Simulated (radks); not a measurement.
Q: These are the eigenvalues of the occupied orbitals of an atom or ion with whole-number occupations (eV). Calculated with a radial shooting solver on a logarithmic mesh with Libxc functionals: non-relativistic Kohn-Sham, r2SCAN, spin-polarised, spherical densities, point nucleus; meta-GGA in the generalised Kohn-Sham scheme.

| orbital | eigenvalue |
|---|---|
| 1s up | -1586.162 |
| 1s down | -1581.534 |
| 2s up | -160.7591 |
| 2s down | -152.2262 |
| 2p up | -123.4734 |
| 2p down | -113.4127 |
| 3s up | -23.0199 |
| 3s down | -20.6373 |
| 3p up | -14.7717 |
| 4p up | -2.2663 |

Which element is it, and in what charge state? The configuration may be excited. Open shells, if any, are filled with parallel spins first.

A: Z = 13, aluminium, charge 0: Al in [He] 2s2 2p4 3s2 3p1 4p2. The list shows which subshells hold electrons but not how many an open one holds; the 1s level, -58.29 hartree, gives Z - s = 10.8 by -(Z - s)^2/2, which with screening narrows Z to a few neighbours, and the depths of the outer levels then fix element, charge and occupations together.
